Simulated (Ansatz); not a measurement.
Molecule: CdBr2, charge -1, multiplicity 2. The spin state was set by rule; other spins were not relaxed. 
Geometry from a B3LYP-D3(BJ)/def2-TZVP (Ansatz, a program for electronic structure) optimisation:
```xyz
3

Cd     0.7593     0.0569    -0.0785
Br    -0.8099     1.8083    -1.4051
Br    -0.2314    -1.8863     1.5128
```
Charge -1, spin multiplicity 2.

Basis-set convergence of Hartree-Fock and CCSD(T) correlation energies (hartree) with Ansatz. Cores are frozen in the correlated levels unless marked. UHF or UKS for open shells. No spin-orbit coupling. The frozen core is the preceding noble-gas configuration, with the filled d and f shells of earlier blocks. In def2 rows, elements after Kr have scalar-relativistic effective core potentials. This anion needs diffuse functions, which these sets lack.

```csv
basis,functions,E(HF),"E(corr, CCSD(T))"
def2-SVP,95,-5311.19795,-0.52946
def2-TZVPP,152,(withheld),(withheld)
```

Question: Fill in the missing entries.

Answer: 
- def2-TZVPP, E(HF): -5311.87278
- def2-TZVPP, E(corr, CCSD(T)): -0.78187
